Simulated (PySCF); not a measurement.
# Hg²⁺ (mercury, charge +2) across methods

[Xe] 4f14 5d10, closed-shell 1S. Computed with PySCF 2.14 in aug-cc-pVTZ-PP with ECP60MDF (6s6p5d3f2g, 88 functions), with scalar relativity through the core potential.

```tsv
method	E (hartree)	mean ε 5s (eV)	mean ε 5p (eV)	mean ε 5d (eV)	Σ⟨r²⟩ (bohr²)	⟨S²⟩
PBE	-152.4566	-136.27	-85.976	-28.767	33.88	0.000
LDA	-152.1720	-136.38	-86.039	-29.006	34.09	0.000
M06-L	-152.5608	-137.60	-87.066	-28.742	33.35	0.000
wB97X	-152.4866	-143.31	-92.291	-33.088	33.60	0.000
r2SCAN	-152.4921	-138.89	-87.839	-29.035	33.59	0.000
PBE0	-152.4377	-141.66	-90.149	-30.631	33.68	0.000
wB97X-V	-152.4202	-143.55	-92.390	-33.105	33.67	0.000
UHF	-151.59941	-156.70	-101.62	-35.183	33.39	0.000
```

Problem. Estimate the same row for r2SCANh.

Solution. E (hartree) = -152.4747; mean ε 5s (eV) = -140.71; mean ε 5p (eV) = -89.269; mean ε 5d (eV) = -29.760; Σ⟨r²⟩ (bohr²) = 33.56; ⟨S²⟩ = 0.000.

Energies and moments cover only the electrons outside the core potential. Spin-orbit coupling, which splits the p, d and f shells strongly at this Z, is absent.
